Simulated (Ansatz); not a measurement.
CH₂F₂OSi (`F[Si]1(F)CO1`) from Hartree–Fock to CCSD(T)

Cartesian coordinates in Å:
```
F -1.326 1.309 -1.074
Si -0.034 0.684 -0.436
F 1.050 1.821 -0.455
C -0.012 -0.725 0.644
O 0.394 -0.821 -0.834
H -0.897 -1.319 0.853
H 0.825 -0.949 1.301
```

Total charge 0; spin multiplicity 1. Geometry: relaxed with PBE0-D4/def2-TZVP. Frozen core, restricted reference, the Gaussian-basis code of Ansatz. CBS rows extrapolate triple and quadruple zeta; past MP2 they add the triple-zeta difference.

```
     basis     HF (Eh)  MP2 corr.  CCSD corr.       (T)  CCSD(T) total
  def2-SVP  -601.45078          ?    -0.79535  -0.01777              ?
def2-TZVPP  -601.97604          ?           ?         ?              ?
def2-QZVPP  -602.00073   -1.09424           –         –              –
 CBS(def2)  -602.00413   -1.15922    -1.16994     as TZ     -603.20957
```

Q: Fill in the withheld values. (An estimate is asked.)

A: The calculation gave: def2-SVP MP2 corr.: -0.77597; def2-SVP CCSD(T) total: -602.26390; def2-TZVPP MP2 corr.: -1.00653; def2-TZVPP CCSD corr.: -1.01725; def2-TZVPP (T): -0.03550; def2-TZVPP CCSD(T) total: -603.02879.
